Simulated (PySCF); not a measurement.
# Correlation energy of Au⁺ (gold, charge +1)

[Xe] 4f14 5d9 6p1, one real determinant (an excited configuration). Computed with PySCF 2.14 in def2-TZVPPD with the def2 core potential (60 electrons) (6s5p3d2f1g, 59 functions), with scalar relativity through the core potential. Frozen: 5s2 5p6; 10 electrons correlated.

```csv
level,correlation energy (mhartree)
CCSD,-269.60
(T),-9.95
CCSD(T),-279.55
```

Diagnostics: T1 = 0.012, D1 = 0.0490, largest double amplitude 0.049.

The real determinant used has ⟨L²⟩ near 8 against 12 for a pure F term, so it mixes terms. Spin-orbit coupling, absent here, splits the open shell strongly.

Cost of the coupled-cluster step: of the order of 12 core-seconds, for 10 correlated electrons.

The reference is one real determinant that mixes LS terms of this configuration.
